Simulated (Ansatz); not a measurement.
`C[N](C)[Sn][NH2]`. Charge 0, multiplicity 1. Sn: def2 effective core potential. Geometry: relaxed with PBE0-D4/def2-TZVP. It is one conformer, not always the lowest.

```xyz
13

C     0.941   -0.499    0.499
N    -0.119   -0.247   -0.435
C     0.011   -1.026   -1.638
Sn   -1.669    1.059   -0.257
N    -1.108    1.869    1.510
H     1.920   -0.169    0.116
H     1.030   -1.574    0.719
H     0.764    0.008    1.449
H     0.946   -0.803   -2.175
H    -0.818   -0.823   -2.324
H     0.012   -2.106   -1.426
H    -0.244    1.726    2.008
H    -1.665    2.583    1.953
```

Question: What is the dipole moment at PBE/def2-TZVPP? (Estimate.)

Answer: The calculation gave: 0.61 D, with components (0.50, 0.06, 0.35) D in this frame, pointing from negative to positive charge.

Question: And with r2SCAN, B3LYP, ωB97M-V? (Best estimate.)

Answer: Ansatz gave: r2SCAN 0.62 D, B3LYP 0.41 D, ωB97M-V 0.41 D.

Question: Give the Mulliken charges with PBE, r2SCAN, B3LYP in def2-TZVPP. (An estimate is asked.)

Answer: The calculation gave: 
```tsv
atom	PBE	r2SCAN	B3LYP
C1	-0.16	-0.03	-0.15
N2	-0.34	-0.42	-0.40
C3	-0.16	-0.02	-0.15
Sn4	0.49	0.57	0.58
N5	-0.57	-0.63	-0.59
H6	0.08	0.05	0.08
H7	0.08	0.04	0.08
H8	0.07	0.03	0.07
H9	0.08	0.04	0.08
H10	0.07	0.04	0.07
H11	0.07	0.04	0.08
H12	0.13	0.15	0.13
H13	0.14	0.16	0.13
```

B3LYP here is the variant with VWN-RPA as its local correlation; programs differ in this.
